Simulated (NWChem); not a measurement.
Molecule: Si$_{2}$H$_{3}$F, singlet; SMILES F[Si][SiH3]

Program: NWChem. Low-valent species are run as closed-shell singlets; no triplet was tried in these runs. All runs use the structure optimised with PBE0/def2-SVP. Level: PBE0/def2-SVP with SMD (1 M gas to 1 M solution), gas-phase geometry. Reactions with the solvent are ignored.

Question: Predict the results for solvent n-hexane. Quantities: solvation free energy (kcal/mol); cavity-dispersion-structure term (kcal/mol); dipole in solution (D).

Answer: 
| Item | Result |
|---|---|
| solvation free energy (kcal/mol) | -1.9 |
| cavity-dispersion-structure term (kcal/mol) | -0.8 |
| dipole in solution (D) | 0.99 |
